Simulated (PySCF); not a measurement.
A GIAO shielding run with PySCF 2.14.0 with density-fitted response routines (density fitting, non-relativistic, gas phase) on `C[Si@@H]([SiH3])[SiH2][SiH2]Cl`, CH11ClSi4:

```
$ OMP_NUM_THREADS=1 python probes_run.py task.json out

{"job": {"kind": "nmr", "xc": "PBE0", "basis": "pcSseg-1"}, "charge": 0, "multiplicity": 1}
C     -0.882310    -1.953621    -0.677252
Si    -1.082387    -0.058013    -0.767975
Si    -1.978407     0.736661     1.224891
Si     1.001567     0.850058    -1.326383
Si     2.653078     0.642640     0.288229
Cl     2.148832    -0.888001     1.544496
H     -1.827712    -2.442641    -0.459856
H     -0.510484    -2.364138    -1.611999
H     -0.182773    -2.233741     0.105387
H     -2.030419     0.171844    -1.882914
H     -3.333891     0.260275     1.515469
H     -1.154403     0.368447     2.377783
H     -2.050903     2.201605     1.206817
H      0.872876     2.290570    -1.607119
H      1.541138     0.319569    -2.591779
H      2.803976     1.801841     1.170623
H      4.005224     0.308676    -0.165375
```

Hardware: 1 thread of an Arm Neoverse V2, shared host. The job also computes population analyses, field gradients.

Task: How large is the calculation?

Result: 90 electrons, 192 basis functions and 1118 auxiliary functions.

Task: How long does it take, and how much memory does it need?

Result: 37 s of wall time, with 12 SCF cycles and 4 response iterations; peak memory 0.92 GiB. Times on a shared host scatter by some tens of per cent.
